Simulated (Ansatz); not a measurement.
Se3⁺. Total charge 1; doublet. Geometry r2SCAN-D4/def2-TZVP.

```xyz
3

Se   -1.112   -0.814    0.097
Se    0.714    0.174    1.060
Se    0.397    0.640   -1.156
```

The structure comes from a short search, and lower isomers may exist.

(1) Estimate the α-spin orbital energies around the gap (eV) in Ansatz with HF/def2-TZVP, PBE-D4/def2-TZVP, PBE0-D4/def2-SVP, PBE0-D4/def2-TZVP, ωB97M-V/def2-TZVP.

Results:

(1) 
```
orbital  HF/def2-TZVP  PBE-D4/def2-TZVP  PBE0-D4/def2-SVP  PBE0-D4/def2-TZVP  ωB97M-V/def2-TZVP
 HOMO−5        -20.40            -15.95            -17.37             -17.14             -19.15
 HOMO−4        -19.75            -15.10            -16.65             -16.53             -18.90
 HOMO−3        -18.74            -14.94            -16.46             -16.24             -18.22
 HOMO−2        -17.44            -14.43            -15.64             -15.45             -17.32
 HOMO−1        -16.09            -11.78            -13.19             -13.09             -15.16
   HOMO        -15.22            -11.53            -12.81             -12.71             -14.78
   LUMO         -5.41             -9.62             -9.00              -8.83              -6.79
 LUMO+1         -4.51             -8.91             -8.21              -8.04              -5.99
 LUMO+2         -4.13             -8.44             -7.72              -7.58              -5.54
 LUMO+3          1.38             -2.97             -0.62              -2.07              -0.03
 LUMO+4          1.79             -2.35              1.71              -1.50               0.50
 LUMO+5          1.86             -2.20              1.75              -1.35               0.64
 β HOMO        -14.52            -11.21            -12.29             -12.19             -14.24
 β LUMO         -6.64            -11.01            -10.50             -10.33              -8.43
```
